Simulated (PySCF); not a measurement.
UHF on O+ (oxygen, charge +1), [He] 2s2 2p2 3d1, one real determinant (an excited configuration). Computed with PySCF 2.14 in aug-cc-pVDZ (4s3p2d, 23 functions), with the non-relativistic Hamiltonian (point nucleus).

```
cycle= 1 E= -72.9992712393485  delta_E= -0.00249  |g|= 0.0192  |ddm|= 0.126
cycle= 2 E= -72.9994674370909  delta_E= -0.000196  |g|= 0.0124  |ddm|= 0.0748
cycle= 3 E= -72.9993098534961  delta_E= 0.000158  |g|= 0.00627  |ddm|= 0.0729
cycle= 4 E= -72.9992387715912  delta_E= 7.11e-05  |g|= 0.000427  |ddm|= 0.024
cycle= 5 E= -72.9992388883741  delta_E= -1.17e-07  |g|= 4.58e-05  |ddm|= 0.00426
cycle= 6 E= -72.9992388882185  delta_E= 1.56e-10  |g|= 2.48e-06  |ddm|= 0.000342
converged SCF energy = -72.9992388882185  <S^2> = 3.7523554  2S+1 = 4.0011775
```

Highest occupied orbital energy: 2.206 eV; ⟨L²⟩ = 8.00; populations by l: s 4.00, p 2.00, d 1.00.

Problem. Can this result be used?

Solution. Not for this state. Self-consistency was reached. ⟨L²⟩ = 8.00 against 12 for a pure F term, so this real determinant mixes terms. The outer electron is Rydberg-like, and this basis confines it to a smaller radius and binds it less than a complete one would. At UHF the highest occupied level has a positive energy, so only the finite basis holds that electron; for this excited configuration the basis is too tight for the outer shell.
